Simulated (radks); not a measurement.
Ionisation of neutral arsenic, [Ar] 3d10 4s2 4p3, to [Ar] 3d10 4s2 4p2 as the strength of local exchange is varied. Calculated with a radial shooting solver on a logarithmic mesh with Libxc functionals: non-relativistic Kohn-Sham, Slater X-alpha exchange (alpha = 2/3 is LDA exchange), no correlation, spin-polarised, spherical densities, point nucleus; open shells are filled with parallel spins first.

| alpha | E(As) (hartree) | exchange (hartree) | IE (eV) | -e of the level emptied (eV) | <r> of it (bohr) |
|---|---|---|---|---|---|
| 0.592 | -2221.07232 | -67.85606 | 8.370 | 4.562 (4p) | 2.630 |
| 0.667 | -2229.68583 | -76.75293 | 9.149 | 5.252 (4p) | 2.560 |
| 0.699 | -2233.37120 | -80.56928 | 9.491 | 5.558 (4p) | 2.532 |
| 0.834 | -2248.98632 | -96.80316 | 10.994 | 6.920 (4p) | 2.424 |
| 0.92 | -2258.99048 | -107.25712 | 12.001 | 7.847 (4p) | 2.363 |
| 0.926 | -2259.69009 | -107.98972 | 12.072 | 7.913 (4p) | 2.358 |
| 1.013 | -2269.85852 | -118.66011 | 13.132 | 8.898 (4p) | 2.301 |

NIST Atomic Spectra Database: 9.789 eV (measured). The Delta-SCF value meets it near alpha = 0.73. Open shells are spherical and high-spin; term and fine-structure splittings are not resolved.
